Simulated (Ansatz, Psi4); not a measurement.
Psi4 was given this input:
```
memory 2 GB

molecule {
0 2
In    0.00000000    0.00000000    0.00000000
}

set {
  basis sto-3g
  reference uks
  scf_type pk
  puream true
  d_convergence 1e-8
  dft_radial_points 99
  dft_spherical_points 590
}

energy('pbe')
print_variables()
```

Task: Give the equivalent Ansatz (an electronic-structure program) input.

Result: This is not unique; one that fits is 
Ansatz 0.2 input:
```yaml
crystal:
  periodic: [false, false, false]
  atoms:
    - {symbol: In, position_ang: [0.00000000, 0.00000000, 0.00000000]}
basis:
  gaussian:
    orbitals: STO-3G
hamiltonian:
  xc: pbe
magnetization: {spin_polarized: true, initial_magnetization: 1}
accuracy: high
```

Both were run: Psi4 gave -5684.110847 Eh and Ansatz -5684.110923 Eh, 0.077 mEh apart.
